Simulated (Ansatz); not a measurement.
Job for Ansatz (a program for electronic structure): R-wB97M-V/def2-TZVPP on C3H9B (SMILES BC(C)C), a point of a torsion scan.

Ansatz 0.2 input:
```yaml
crystal:
  periodic: [false, false, false]
  atoms:
    - {symbol: B, position_ang: [-0.38682556, 1.60599722, 0.22775396]}
    - {symbol: C, position_ang: [0.08242885, 0.10418409, 0.34973082]}
    - {symbol: C, position_ang: [-0.37271073, -0.49519077, 1.69323867]}
    - {symbol: C, position_ang: [-0.36519111, -0.81077732, -0.79410956]}
    - {symbol: H, position_ang: [-1.09216131, 1.95689453, -0.63541137]}
    - {symbol: H, position_ang: [-0.03416636, 2.37639859, 1.03386144]}
    - {symbol: H, position_ang: [1.18144050, 0.09698047, 0.36780257]}
    - {symbol: H, position_ang: [0.00046283, -1.51227840, 1.80170845]}
    - {symbol: H, position_ang: [-1.45925833, -0.52422951, 1.74346633]}
    - {symbol: H, position_ang: [-0.00748316, 0.09864186, 2.52747192]}
    - {symbol: H, position_ang: [-1.45081911, -0.87059839, -0.82996956]}
    - {symbol: H, position_ang: [0.02658795, -1.81896748, -0.66284546]}
    - {symbol: H, position_ang: [-0.01335267, -0.42955075, -1.74994571]}
basis:
  gaussian:
    orbitals: def2-TZVPP
hamiltonian:
  xc: {name: wB97M-V}
scf: {lower_state_search: off}
```

### Question
Predict the final total energy.

### Answer
-144.5130 hartree.

### Question
How many basis functions does it have, and what does it roughly cost on one machine?

### Answer
250 functions; very roughly 8 core-seconds.
